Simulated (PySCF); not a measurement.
Interval between two levels of Ti by level of theory

Ti [Ar] 3d2 4s2 [3F4, M_J = 4] → Ti [Ar] 3d1 4s2 4p1 [3F4, M_J = 4], as a difference of total energies. Calculation: PySCF 2.14, in x2c-TZVPall-2c with one added diffuse shell each of s, p, d type (7s8p5d1f, 63 functions); the two-component X2C-1e Hamiltonian. Correlated levels: [Ne] frozen; the 6 highest virtual spinors dropped. "Screened" scales the spin-orbit matrix elements by Boettger's factors to mimic the two-electron term; Breit and QED terms are absent.

```csv
method,interval between two levels (cm⁻¹)
GHF (spin-free),36105
GMP2 (spin-free),35632
GHF (screened spin-orbit),36179
GMP2 (screened spin-orbit),35711
```

The labels give the starting determinants; with spin-orbit coupling the two ends relaxed to ⟨J²⟩ = 20.02, ⟨L²⟩ = 12.01, ⟨S²⟩ = 2.01 and ⟨J²⟩ = 20.20, ⟨L²⟩ = 12.16, ⟨S²⟩ = 2.04.
